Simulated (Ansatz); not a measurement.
The cluster PdCl2. Charge 0, multiplicity 1. Geometry r2SCAN-D4/def2-TZVP, basis def2-TZVP, Ansatz.

```xyz
3

Pd   -0.189   -0.901    0.077
Cl    0.776    0.180   -1.534
Cl   -0.587    0.721    1.457
```

| run | HOMO (eV) | LUMO (eV) |
| --- | --- | --- |
| A | -6.53 | -5.86 |
| B | -7.40 | -5.54 |
| C | -8.06 | -4.99 |
| D | -6.81 | -5.88 |
| E | -7.65 | -5.37 |

In the def2 sets Pd takes a core potential; there is no spin–orbit coupling. HSE06 is defined as in plane-wave codes, on full-range PBE exchange. At PBE0-D4/def2-TZVP a triplet of charge 0 lies 0.15 eV below the restricted singlet, each at its own geometry. The structure comes from a short search, and lower isomers may exist.

**Question.** The runs used HSE06, PBE, PBE0, r2SCAN, r2SCANh. Estimate which is which.

**Answer.** A PBE (0 % exact exchange); B r2SCANh (10 % exact exchange); C PBE0 (25 % exact exchange); D r2SCAN (0 % exact exchange); E HSE06 (range-separated). Exact exchange lowers occupied and raises empty levels; among semilocal functionals meta-GGAs tend to open the gap a little, and such runs are hard to tell apart. The gap grows from 0.67 eV (PBE) to 3.07 eV (PBE0).
